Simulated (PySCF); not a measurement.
A structure optimised at PBE0-D3(BJ)/def2-SVP, used in a PySCF frequency run:

```xyz
11

B      0.1521    -0.2273     0.2762
C      1.5706    -0.8607     0.0249
H      1.5486    -1.9455     0.2233
H      2.2806    -0.4372     0.7576
H      1.9852    -0.6963    -0.9799
C     -0.6522    -0.5296     1.5933
H     -1.0223    -1.5696     1.5362
H     -1.5193     0.1212     1.7759
H      0.0071    -0.4965     2.4763
S     -0.4930     0.8320    -1.0267
H     -1.6627     1.1894    -0.4515
```

Question: Write its SMILES and formula.

Answer: CB(C)S, C₂H₇BS

Question: What are its rotational constants (standard atomic weights)?

Answer: 7.3885, 4.3165, 2.8195 GHz
